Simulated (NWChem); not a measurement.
Everything below was run with NWChem. System: sulfur tetrafluoride (F₄S), charge 0, spin multiplicity 1, at a geometry optimised with PBE/def2-SVP. Level: EOM-CCSD/def2-SVP, 9 core orbitals frozen.

The NWChem input:

```
start mol
memory heap 100 mb stack 700 mb global 1900 mb
geometry units angstroms nocenter noautoz
  F      0.000000    -1.242396    -0.639768
  S      0.000000     0.000000     0.389411
  F      1.685546     0.000000     0.293625
  F     -1.685546     0.000000     0.293625
  F      0.000000     1.242396    -0.639768
  symmetry group C2v
end
basis spherical
  * library def2-svp
end
scf
  rhf
  nopen 0
  maxiter 100
  thresh 1e-7
  semidirect memsize 60000000 filesize 0
end
tce
  freeze core 9
  ccsd
  nroots 1
  2eorb
  2emet 13
  thresh 1e-5
  maxiter 200
  tilesize 24
end
task tce energy
```

Output (cleaned and shortened):

```
             Northwest Computational Chemistry Package (NWChem) 7.3.0
             --------------------------------------------------------

                                NWChem Input Module
                                -------------------

 Scaling coordinates for geometry "geometry" by  1.889725989
 (inverse scale =  0.529177249)

 Turning off AUTOSYM since
 SYMMETRY directive was detected!

                             Geometry "geometry" -> ""
                             -------------------------

 Output coordinates in angstroms (scale by  1.889725989 to convert to a.u.)

  No.       Tag          Charge          X              Y              Z
 ---- ---------------- ---------- -------------- -------------- --------------
    1 F                    9.0000     0.00000000    -1.24239600    -0.63976800
    2 S                   16.0000     0.00000000     0.00000000     0.38941100
    3 F                    9.0000     1.68554600     0.00000000     0.29362500
    4 F                    9.0000    -1.68554600     0.00000000     0.29362500
    5 F                    9.0000     0.00000000     1.24239600    -0.63976800

 Effective nuclear repulsion energy (a.u.)     289.4903652699

            Nuclear Dipole moment (a.u.)
            ----------------------------
        X                 Y               Z
 ---------------- ---------------- ----------------
     0.0000000000     0.0000000000     0.0000037795

      Symmetry information
      --------------------

 Group name             C2v
 Group number             16
 Group order               4
 No. of unique centers     3

      Symmetry unique atoms

     1    2    3


 Summary of "ao basis" -> "" (spherical)
 ------------------------------------------------------------------------------
       Tag                 Description            Shells   Functions and Types
 ---------------- ------------------------------  ------  ---------------------
 *                          def2-svp                  on all atoms

 Summary of "ao basis" -> "ao basis" (spherical)
 ------------------------------------------------------------------------------
       Tag                 Description            Shells   Functions and Types
 ---------------- ------------------------------  ------  ---------------------
 F                          def2-svp                 6       14   3s2p1d
 S                          def2-svp                 8       18   4s3p1d

                                 NWChem SCF Module
                                 -----------------

  ao basis        = "ao basis"
  functions       =    74
  atoms           =     5
  closed shells   =    26
  open shells     =     0
  charge          =   0.00
  wavefunction    = RHF
  use symmetry    = T
  symmetry adapt  = T

 Summary of "ao basis" -> "ao basis" (spherical)
 ------------------------------------------------------------------------------
       Tag                 Description            Shells   Functions and Types
 ---------------- ------------------------------  ------  ---------------------
 F                          def2-svp                 6       14   3s2p1d
 S                          def2-svp                 8       18   4s3p1d

      Symmetry analysis of basis
      --------------------------

        a1         29
        a2          9
        b1         18
        b2         18

 Forming initial guess at       0.1s

      Superposition of Atomic Density Guess
      -------------------------------------

 Sum of atomic energies:        -794.51736391
[...]
                   / eV      =        8.458044305072692
 largest EOMCCSD amplitudes: R1 and R2

 Singles contributions
    28a1  (alpha) ---    25a2  (alpha)        0.1258736983
    27b2  (alpha) ---    24b1  (alpha)       -0.8934047435

 Doubles contributions

 =========================================
 Excited-state calculation ( b1  symmetry)
 =========================================
 Dim. of EOMCC iter. space      500

 EOMCCSD SOLVER TYPE  1
  maxdiff =   0.70476913288185217

 No. of initial right vectors    1

 EOM-CCSD right-hand side iterations
 --------------------------------------------------------------
      Residuum       Omega / hartree  Omega / eV    Cpu    Wall
 --------------------------------------------------------------

 Iteration   1 using    1 trial vectors
   0.9522809549644   0.5649424934974   15.37287     0.7     0.7

 Iteration   2 using    2 trial vectors
   0.1710061173708   0.3258591173014    8.86708     0.6     0.6

 Iteration   3 using    3 trial vectors
   0.0719246768155   0.3163123749001    8.60730     0.7     0.7

 Iteration   4 using    4 trial vectors
   0.0416531493907   0.3139542722726    8.54313     0.7     0.7

 Iteration   5 using    5 trial vectors
   0.0294646615816   0.3122094633959    8.49566     0.7     0.7

 Iteration   6 using    6 trial vectors
   0.0205909245754   0.3110536589509    8.46420     0.7     0.7

 Iteration   7 using    7 trial vectors
   0.0141524408185   0.3108705597913    8.45922     0.7     0.7

 Iteration   8 using    8 trial vectors
   0.0099610584905   0.3107564144120    8.45612     0.7     0.7

 Iteration   9 using    9 trial vectors
   0.0094954138281   0.3106364036942    8.45285     0.5     0.5

 Iteration  10 using   10 trial vectors
   0.0056209206216   0.3105740455114    8.45115     0.4     0.4

 Iteration  11 using   11 trial vectors
   0.0035688097366   0.3105800027000    8.45132     0.4     0.4

 Iteration  12 using   12 trial vectors
   0.0024820684329   0.3105628915646    8.45085     0.4     0.4

 Iteration  13 using   13 trial vectors
   0.0012440072148   0.3105679800050    8.45099     0.6     0.6

 Iteration  14 using   14 trial vectors
   0.0007764541063   0.3105667020931    8.45095     0.6     0.6

 Iteration  15 using   15 trial vectors
   0.0004740714043   0.3105628453986    8.45085     0.4     0.4

 Iteration  16 using   16 trial vectors
   0.0003240686652   0.3105556399427    8.45065     0.6     0.6

 Iteration  17 using   17 trial vectors
   0.0001908065501   0.3105564712439    8.45068     0.7     0.7

 Iteration  18 using   18 trial vectors
   0.0001182957550   0.3105577915252    8.45071     0.8     0.8

 Iteration  19 using   19 trial vectors
   0.0000751707004   0.3105574234348    8.45070     0.7     0.7

 Iteration  20 using   20 trial vectors
   0.0000437758323   0.3105575968599    8.45071     0.7     0.7

 Iteration  21 using   21 trial vectors
   0.0000304961420   0.3105575481842    8.45070     0.7     0.7

 Iteration  22 using   22 trial vectors
   0.0000160233565   0.3105574391136    8.45070     0.8     0.8

 Iteration  23 using   23 trial vectors
   0.0000072374601   0.3105573650893    8.45070     0.8     0.8
 --------------------------------------------------------------
 Iterations converged
 ------------------

 Excited state root  1
 Excitation energy / hartree =        0.310557365089303
                   / eV      =        8.450699473217336
 largest EOMCCSD amplitudes: R1 and R2

 Singles contributions
    29b1  (alpha) ---    26a1  (alpha)        0.1837641663
    27b2  (alpha) ---    18a2  (alpha)       -0.1333004892
    27b2  (alpha) ---    25a2  (alpha)       -0.8825927629

 Doubles contributions

 =========================================
 Excited-state calculation ( b2  symmetry)
 =========================================
 Dim. of EOMCC iter. space      500

 EOMCCSD SOLVER TYPE  1
  maxdiff =   0.57774101443002568

 No. of initial right vectors    1

 EOM-CCSD right-hand side iterations
 --------------------------------------------------------------
      Residuum       Omega / hartree  Omega / eV    Cpu    Wall
 --------------------------------------------------------------

 Iteration   1 using    1 trial vectors
   0.8265658734148   0.4147630075171   11.28628     1.0     1.0

 Iteration   2 using    2 trial vectors
   0.1680054122318   0.2589527815254    7.04647     0.4     0.4

 Iteration   3 using    3 trial vectors
   0.0819762842585   0.2490406781440    6.77674     0.7     0.7

 Iteration   4 using    4 trial vectors
   0.0380200987675   0.2464604182079    6.70653     0.7     0.7

 Iteration   5 using    5 trial vectors
   0.0220512354326   0.2452577085723    6.67380     0.7     0.7

 Iteration   6 using    6 trial vectors
   0.0116307858618   0.2448175457658    6.66183     0.7     0.7

 Iteration   7 using    7 trial vectors
   0.0083283318676   0.2447620714193    6.66032     0.5     0.5

 Iteration   8 using    8 trial vectors
   0.0056137136503   0.2447225124574    6.65924     0.5     0.5

 Iteration   9 using    9 trial vectors
   0.0044182725132   0.2446757139887    6.65797     0.5     0.5

 Iteration  10 using   10 trial vectors
   0.0021127253536   0.2446680476802    6.65776     0.5     0.5

 Iteration  11 using   11 trial vectors
   0.0008257466832   0.2446721713542    6.65787     0.6     0.6

 Iteration  12 using   12 trial vectors
   0.0003712880634   0.2446701603406    6.65782     0.7     0.7

 Iteration  13 using   13 trial vectors
   0.0002127560995   0.2446712952986    6.65785     0.8     0.8

 Iteration  14 using   14 trial vectors
   0.0001118289611   0.2446708763330    6.65784     0.8     0.8

 Iteration  15 using   15 trial vectors
   0.0000686440955   0.2446706858574    6.65783     0.8     0.8

 Iteration  16 using   16 trial vectors
   0.0000387671638   0.2446705893396    6.65783     0.8     0.8

 Iteration  17 using   17 trial vectors
   0.0000202508753   0.2446705563514    6.65783     0.9     0.9

 Iteration  18 using   18 trial vectors
   0.0000095195007   0.2446707084564    6.65783     0.8     0.8
 --------------------------------------------------------------
 Iterations converged
 ------------------

 Excited state root  1
 Excitation energy / hartree =        0.244670708456410
                   / eV      =        6.657831561874980
 largest EOMCCSD amplitudes: R1 and R2

 Singles contributions
    27b2  (alpha) ---    26a1  (alpha)       -0.9135260456

 Doubles contributions

 Task  times  cpu:       69.7s     wall:       69.7s

 Total times  cpu:       69.7s     wall:       69.7s
```
